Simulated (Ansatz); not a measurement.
`Cn1cccc1-c1ccc(-c2ccc(-c3cccn3C)n2C)n1C`, relaxed as a singlet with RKS PBE-D4/def2-SVP in Ansatz, starting from the GFN2-xTB geometry. Force threshold 0.03 eV/Å.

Single mean-field runs in def2-SVP are fitted with def2-universal-jkfit.

Start:

Cartesian coordinates in Å:
```
C 5.004 -2.254 1.665
N 4.890 -0.824 1.639
C 5.781 0.028 2.209
C 5.349 1.313 2.019
C 4.142 1.238 1.308
C 3.875 -0.097 1.077
C 2.766 -0.709 0.379
C 2.758 -1.746 -0.534
C 1.428 -1.965 -0.911
C 0.647 -1.055 -0.230
C -0.797 -0.941 -0.259
C -1.720 -1.943 -0.046
C -2.993 -1.391 -0.235
C -2.825 -0.061 -0.568
C -3.812 0.954 -0.867
C -3.879 2.269 -0.450
C -5.039 2.832 -1.005
C -5.641 1.852 -1.748
N -4.901 0.717 -1.663
C -5.209 -0.508 -2.341
N -1.481 0.204 -0.574
C -0.882 1.435 -1.004
N 1.473 -0.291 0.551
C 1.039 0.675 1.520
H 4.013 -2.702 1.596
H 5.612 -2.619 0.832
H 5.475 -2.566 2.598
H 6.654 -0.340 2.711
H 5.841 2.206 2.351
H 3.550 2.069 0.977
H 3.618 -2.263 -0.913
H 1.069 -2.694 -1.611
H -1.491 -2.954 0.229
H -3.929 -1.899 -0.106
H -3.189 2.762 0.205
H -5.388 3.837 -0.875
H -6.541 1.883 -2.332
H -5.687 -0.289 -3.296
H -5.889 -1.130 -1.750
H -4.292 -1.069 -2.518
H -0.829 2.161 -0.189
H 0.125 1.234 -1.369
H -1.478 1.871 -1.807
H 1.664 0.604 2.412
H 0.002 0.472 1.788
H 1.115 1.695 1.134
```

```tsv
step	energy (eV)	largest force component (eV/Å)	SCF passes
1	-27006.2067	0.938	20
2	-27006.5827	0.426	22
3	-27006.6197	0.126	21
4	-27006.6221	0.100	20
5	-27006.6226	0.125	21
6	-27006.6270	0.017	22
```

Force components are those of the run's own axes.

End:

```xyz
46

C     5.082   -2.262    1.683
N     4.953   -0.818    1.667
C     5.862    0.048    2.234
C     5.408    1.351    2.054
C     4.179    1.269    1.345
C     3.908   -0.087    1.105
C     2.801   -0.719    0.402
C     2.799   -1.769   -0.530
C     1.458   -1.993   -0.928
C     0.650   -1.081   -0.240
C    -0.803   -0.967   -0.261
C    -1.755   -1.970   -0.043
C    -3.036   -1.402   -0.247
C    -2.859   -0.053   -0.591
C    -3.842    0.980   -0.887
C    -3.911    2.317   -0.467
C    -5.091    2.888   -1.017
C    -5.717    1.892   -1.759
N    -4.959    0.744   -1.685
C    -5.289   -0.497   -2.358
N    -1.490    0.196   -0.604
C    -0.864    1.416   -1.072
N     1.481   -0.315    0.575
C     1.016    0.628    1.573
H     4.079   -2.728    1.679
H     5.641   -2.641    0.801
H     5.620   -2.572    2.600
H     6.762   -0.335    2.728
H     5.914    2.261    2.396
H     3.561    2.107    1.005
H     3.692   -2.272   -0.916
H     1.091   -2.717   -1.663
H    -1.518   -2.995    0.264
H    -4.004   -1.895   -0.104
H    -3.193    2.809    0.198
H    -5.452    3.914   -0.885
H    -6.644    1.910   -2.342
H    -5.834   -0.272   -3.295
H    -5.925   -1.156   -1.730
H    -4.362   -1.048   -2.604
H    -0.750    2.169   -0.265
H     0.139    1.176   -1.474
H    -1.482    1.870   -1.870
H     1.665    0.573    2.468
H    -0.023    0.373    1.854
H     1.037    1.675    1.206
```

By distances, no bond broke or formed. The bond that changes most is C11–N21, from 1.37 to 1.39 Å (atoms count from 1).

No frequencies were taken in this run, so the end may be a saddle point.

Hardware: 2 threads of AMD EPYC 7R13 on a shared host and a share (18 GiB) of an NVIDIA H100 80GB HBM3. Wall time 26 s, peak host memory 0.95 GiB.
